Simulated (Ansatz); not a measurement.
H2AlBCl, SMILES `[AlH2][B-]Cl` (triplet; the order of the spin states depends on the level) (charge -1, multiplicity 3). This triplet lies 0.08 eV above the relaxed singlet at the level frozen-core CCSD(T)/aug-cc-pVTZ // B3LYP-D3(BJ)/def2-TZVPD (Ansatz, a first-principles code); other levels give the other order.

All values below come from frozen-core fic-MRCISD+Q@CASSCF(2e,2o)/aug-cc-pVTZ // B3LYP-D3(BJ)/def2-TZVPD in Ansatz.

Ansatz 0.2 input:
```yaml
crystal:
  periodic: [false, false, false]
  atoms:
    - { symbol: Al, position_ang: [-0.742059, -0.100868, -0.022964] }
    - { symbol: B, position_ang: [1.226573, -0.400497, 0.345547] }
    - { symbol: Cl, position_ang: [2.775088, 0.480812, 0.022172] }
    - { symbol: H, position_ang: [-1.847651, -1.175893, 0.452991] }
    - { symbol: H, position_ang: [-1.429106, 1.15915, -0.78618] }
basis:
  gaussian: { orbitals: aug-cc-pVTZ }
correlation:
  method: fic_mrcisd_q
  active_space: { window: { electrons: 2, orbitals: 2 } }
total_charge: -1
magnetization:
  spin_polarized: false
  initial_magnetization: 2
```

Output:

```
Functional definition: HF
1103 factors; integrals over basis functions are off by at most 1.2e-3 eV
mean field evaluation 1: about -19786.5067 eV, gradient 1.9e1 eV
mean field evaluation 2: about -19786.5179 eV, gradient 1.9e1 eV
mean field evaluation 4: about -19790.0074 eV, gradient 3.7e0 eV
mean field evaluation 8: about -19790.1941 eV, gradient 9.9e-1 eV
mean field evaluation 16: about -19790.2289 eV, gradient 5.2e-3 eV
mean field -19790.22885581 eV, -727.2774961521 hartree, gradient 3.0e-6 eV, S^2 2.000000; 0 other end points of the search recorded, 0 dependent functions left out
reference -19790.22885581 eV, -727.2774961521 hartree; 20, 18 occupied and 172, 174 virtual orbitals, 1103 factors
state -19790.22885581 eV, -727.2774961521 hartree
contracted CI cycle   1: correlation 0.00000000 eV, 0.0000000000 hartree, residual 2.86e1 eV
contracted CI cycle   2: correlation -9.53822709 eV, -0.3505233803 hartree, residual 3.85e0 eV
contracted CI cycle   3: correlation -9.74661616 eV, -0.3581815374 hartree, residual 8.25e-1 eV
contracted CI cycle   4: correlation -9.75604743 eV, -0.3585281300 hartree, residual 2.04e-1 eV
contracted CI cycle   5: correlation -9.75678067 eV, -0.3585550761 hartree, residual 5.75e-2 eV
contracted CI cycle   6: correlation -9.75683841 eV, -0.3585571982 hartree, residual 1.70e-2 eV
contracted CI cycle   7: correlation -9.75684319 eV, -0.3585573738 hartree, residual 4.88e-3 eV
contracted CI cycle   8: correlation -9.75684356 eV, -0.3585573873 hartree, residual 1.43e-3 eV
contracted CI cycle   9: correlation -9.75684359 eV, -0.3585573885 hartree, residual 4.03e-4 eV
state -19790.22885581 eV, -727.2774961521 hartree; corrected -19801.46350128 eV, -727.6903617579 hartree
Total energy: -19801.46350128 eV, -727.6903617579 hartree
```
